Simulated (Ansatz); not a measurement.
Wavefunction ladder for `[NH2][Zr]([NH2])([NH2])[Cl]`

Cartesian coordinates in Å:
```
N 0.2129 0.9161 1.6487
Zr 0.1696 -0.4430 0.1464
N -1.7471 -0.5441 -0.5032
N 1.2689 0.3217 -1.3744
Cl 0.9863 -2.5775 0.8510
H 0.6279 1.8364 1.6139
H -0.0942 0.7314 2.5953
H -2.1048 -1.2632 -1.1192
H -2.5158 0.0355 -0.1972
H 2.2805 0.3183 -1.4063
H 0.9157 0.6686 -2.2550
```

Total charge 0; spin multiplicity 1. Correlated methods include outer-core shells of Zr, which these sets cover unevenly. Zr takes the def2 core potential. All single points use the PBE0-D4/def2-TZVP geometry. It is one conformer, not always the lowest. Frozen core, restricted reference, Ansatz.

```tsv
basis	HF (Eh)	MP2 corr.	CCSD corr.	(T)	CCSD(T) total
def2-SVP	-672.80226	-0.90238	-0.93952	-0.03016	-673.77194
def2-TZVPP	-673.17544	-1.19501	-1.22473	-0.05375	-674.45392
def2-QZVPP	-673.20070	-1.31253	–	–	–
```
